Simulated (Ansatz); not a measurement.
Reaction (ligand exchange at a Mg–O bond): `[MgH][O][SiH3]` + HBr → `[MgH][Br]` + `O[SiH3]`

Isolated molecules relaxed with PBE0-D4/def2-TZVP in Ansatz; ΔE leaves out vibrations. CBS: MP2 limit from def2 TZ/QZ plus the TZ coupled-cluster correction, frozen cores. Functionals use def2-TZVPP. For Br, Mg outer-core shells are correlated without core-valence functions, which leaves a few kJ/mol of doubt a bond. Scalar relativity is left out up to krypton.

CCSD(T)/CBS gives -49.3 kJ/mol.

(1) Another level gave -52.9 kJ/mol. Which?
A. BLYP-D4/def2-TZVPP
B. BHLYP-D4/def2-TZVPP
C. B2PLYP/def2-TZVPP
D. r2SCAN0/def2-TZVPP

Largest T1 diagnostic among the species: 0.011.

Results:

(1) C. B2PLYP -52.9, r2SCAN0 -62.3, BHLYP-D4 -58.1, BLYP-D4 -45.2 kJ/mol.

Leaving LDA and LC-ωPBE aside and taking each functional with its dispersion term where it has one, the values, not all of them listed here, spread over 16.8 kJ/mol, from HSE06-D4 to BLYP-D4. LDA lies +3.4 kJ/mol from PBE without D4. From BLYP to BHLYP (50 % exact exchange), in def2-TZVPP and without D4, ΔE moves by −10.8 kJ/mol.
